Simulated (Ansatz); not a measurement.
C3H7BO can be A, `C=COBC`, or B, `B/C=C(\C)O`.

Program: Ansatz. Geometries: PBE0-D4/def2-TZVP. ΔE: electronic, gas phase. CCSD(T)/CBS adds triple-zeta CCSD(T) − MP2 to the extrapolated MP2 energy (def2 sets, frozen cores). DFT in def2-TZVPP. B3LYP here is the variant with VWN-RPA as its local correlation; programs differ in this. Each species was taken in one conformer, which may not be the lowest.

A:

Z-matrix (Å, degrees):
```
C
B 1 1.560
H 1 1.097 2 109.0
H 1 1.091 2 115.1 3 -121.1
H 1 1.094 2 109.9 3 114.8
O 2 1.361 1 125.0 3 110.4
H 2 1.200 1 121.6 3 -70.3
C 6 1.361 2 126.7 1 -5.0
C 8 1.322 6 125.0 2 -59.0
H 8 1.086 6 112.4 2 124.6
H 9 1.081 8 119.6 6 -177.1
H 9 1.083 8 121.9 6 2.1
```

B:

Z-matrix (Å, degrees):
```
C
C 1 1.488
H 1 1.095 2 110.0
H 1 1.095 2 110.0 3 118.5
H 1 1.086 2 111.4 3 -120.8
C 2 1.355 1 126.9 3 121.1
O 2 1.345 1 114.7 3 -59.0
B 6 1.506 2 124.9 1 -0.1
H 6 1.088 2 114.2 1 179.9
H 7 0.962 2 110.2 1 0.1
H 8 1.198 6 120.3 2 179.9
H 8 1.200 6 122.0 2 -0.1
```

Which isomer does CCSD(T)/CBS put lower? Give the gap. (Best estimate.)

Ansatz gave: A, by 114.0 kJ/mol.

Give E(B) − E(A) in kJ/mol with PBE0-D4, MP2/def2-TZVPP, CCSD(T)/def2-TZVPP, B2PLYP, B3LYP-D4, PBE-D4, B3LYP. (An estimate is asked.)

The calculation gave: PBE0-D4 102.6, MP2/def2-TZVPP 109.9, CCSD(T)/def2-TZVPP 114.3, B2PLYP 111.7, B3LYP-D4 110.8, PBE-D4 99.8, B3LYP 111.3. None reverses the order clearly.

Largest T1 diagnostic: 0.013.

In def2-TZVPP, CCSD(T) changes the Hartree–Fock value by −3.5 kJ/mol (the triples alone add −2.3 kJ/mol) and MP2 by −7.8 kJ/mol.
